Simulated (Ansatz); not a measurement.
Reaction (ligand exchange at the Si–C bond): `OC[SiH2]O[SiH3]` + `O[SiH3]` → `[SiH3]O[SiH2]O[SiH3]` + CH₃OH

Computed with Ansatz on PBE0-D4/def2-TZVP structures; ΔE is electronic, products minus reactants. CCSD(T)/CBS is the MP2 limit (def2-TZVPP, def2-QZVPP) plus CCSD(T) − MP2 in def2-TZVPP, frozen cores. This one scheme is used for every species. Functionals use def2-TZVPP. One conformer a species, not always the lowest.

Problem. Is it downhill or uphill in electronic energy at CCSD(T)/CBS, and by how much? (An estimate is asked.)

Solution. Computed: Downhill: ΔE = -139.9 kJ/mol.

Problem. What do these levels give: ωB97M-V, B2PLYP, r2SCAN, PBE0, HF/def2-TZVPP, MP2/def2-TZVPP, CCSD/def2-TZVPP, HF/def2-QZVPP, MP2/def2-QZVPP, SCS-MP2/def2-QZVPP, HF/CBS(def2), MP2/CBS(def2)? (An estimate is asked.)

Solution. Ansatz gave: ωB97M-V -134.7, B2PLYP -142.6, r2SCAN -136.4, PBE0 -131.3, HF/def2-TZVPP -161.8, MP2/def2-TZVPP -141.0, CCSD/def2-TZVPP -142.4, HF/def2-QZVPP -164.6, MP2/def2-QZVPP -142.3, SCS-MP2/def2-QZVPP -145.9, HF/CBS(def2) -165.0, MP2/CBS(def2) -141.6 kJ/mol.

Largest T1 diagnostic among the species: 0.012.

From PBE to PBE0 (25 % exact exchange), in def2-TZVPP and without D4, ΔE moves by −6.7 kJ/mol. In def2-TZVPP, CCSD(T) changes the Hartree–Fock value by +22.5 kJ/mol (the triples alone add +3.0 kJ/mol) and MP2 by +20.8 kJ/mol.
